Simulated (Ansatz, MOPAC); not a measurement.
Molecule: disulfane, H2S2 (charge 0, singlet). SMILES: SS

Atoms: S1, S2, H3, H4. Bonds: S1-S2, S1-H3, S2-H4.

Bond lengths (Å) and angles (degrees) optimised at AM1 with MOPAC; PM3 with MOPAC; PM6 with MOPAC; MNDO with MOPAC; HF/STO-3G with Ansatz (a program for electronic structure); B3LYP/LANL2DZ with Ansatz, each started from the B3LYP-D3(BJ)/def2-TZVP structure (Ansatz) of the last column. A row stands for all coordinates that are equal there. No wavenumbers were computed at MNDO, HF/STO-3G, B3LYP/LANL2DZ, so these may be saddle points.

| coordinate | AM1 | PM3 | PM6 | MNDO | HF/STO-3G | B3LYP/LANL2DZ | B3LYP-D3(BJ)/def2-TZVP |
|---|---|---|---|---|---|---|---|
| S1-S2 | 2.107 | 2.034 | 2.066 | 1.924 | 2.064 | 2.298 | 2.072 |
| S1-H3 | 1.325 | 1.311 | 1.350 | 1.304 | 1.334 | 1.385 | 1.348 |
| S2-S1-H3 | 98.8 | 103.2 | 101.8 | 102.5 | 96.9 | 96.4 | 98.5 |

Mean signed difference of all 3 bond lengths from B3LYP-D3(BJ)/def2-TZVP: AM1 -0.003 Å, PM3 -0.037 Å, PM6 0.000 Å, MNDO -0.078 Å, HF/STO-3G -0.011 Å, B3LYP/LANL2DZ 0.100 Å.
